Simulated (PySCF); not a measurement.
Species: C₆H₆F₂OS.
SMILES with atom numbers: `[O:1]=[C:2]1[CH2:3][C:4](=[S:5])[CH2:6][C@H:7]1[CH:8]([F:9])[F:10]`

Structure used (GFN2-xTB), in Å, numbered top down from 1:
```xyz
16
C6H6F2OS angstrom
O      0.1108   -2.3453    0.6254
C     -0.2248   -1.2562    0.2596
C     -1.5896   -0.6327    0.3905
C     -1.5647    0.6019   -0.4468
S     -2.8683    1.4071   -0.9579
C     -0.1468    0.9795   -0.7482
C      0.7075   -0.2479   -0.4215
C      1.8726    0.0493    0.5210
F      1.4350    0.6989    1.6268
F      2.7705    0.8739   -0.0654
H     -2.3934   -1.3223    0.1281
H     -1.7400   -0.3664    1.4434
H      0.1319    1.8265   -0.1123
H     -0.0385    1.3133   -1.7804
H      1.1334   -0.7081   -1.3178
H      2.3968   -0.8624    0.8443
```

Definitions: NICS(0) = −σiso at the ring centroid; NICS(1) = −σiso and NICS(1)zz = −σzz at ±1 Å along the ring normal z. Level: GIAO PBE0/pcSseg-1 (PySCF, non-relativistic, gas phase) on the GFN2-xTB geometry, one conformer.

Ring bond lengths (Å), with Mayer bond orders in brackets: C2–C3 1.506 (0.96), C3–C4 1.492 (0.95), C4–C6 1.498 (0.96), C6–C7 1.531 (0.94), C7–C2 1.533 (0.92).

Give the NICS values of each ring in ppm.

```csv
ring,type,NICS(0),"NICS(1), two faces","NICS(1)zz, two faces",rms pucker (Å),"centre to ring atoms, mean (Å)"
C2–C3–C4–C6–C7,5-membered carbocycle; formal bonds all single,8.1,0.2 / -1.9,0.9 / -4.7,0.07,1.28
```

What can be read from them?

- C2–C3–C4–C6–C7: mean NICS(1)zz -1.9 ppm, near zero. C3, C6, C7 have four or more neighbours; no verdict on aromaticity is drawn. The two faces differ by 5.6 ppm, so no symmetry operation interchanges them. NICS(0) lies 9 ppm above the mean NICS(1).

What is the mean of the two in-plane components of NICS at the first NICS(1) probe listed for ring C2–C3–C4–C6–C7, 1 Å off the ring?

The isotropic value is a third of the trace: (3 × 0.2 − (0.9))/2 = -0.1 ppm.

How shielded are the nuclei of the rings and their hydrogens (means over atoms taken as equivalent)?

| atoms | environment | σ isotropic (ppm) | principal values of the symmetric part, first atom (ppm) |
| --- | --- | --- | --- |
| C2 | ketone carbonyl carbon | -29.6 | -105.2, -51.1, 67.4 |
| C3 | sp3 carbon next to a carbonyl | 120.8 | 110.2, 112.6, 139.6 |
| C4 | thiocarbonyl carbon | -86.8 | -246.2, -140.2, 126.0 |
| C6 | ring CH2 carbon | 136.7 | 113.0, 122.7, 174.6 |
| C7 | sp3 carbon next to a carbonyl | 126.0 | 111.6, 116.5, 150.0 |
| H11 | methylene hydrogen | 27.92 | 24.3, 28.8, 30.6 |
| H12 | methylene hydrogen | 27.76 | 25.4, 27.1, 30.7 |
| H13 | methylene hydrogen | 27.71 | 23.2, 29.5, 30.4 |
| H14 | methylene hydrogen | 28.01 | 23.3, 28.9, 31.9 |
| H15 | methine hydrogen | 28.44 | 25.6, 27.6, 32.1 |
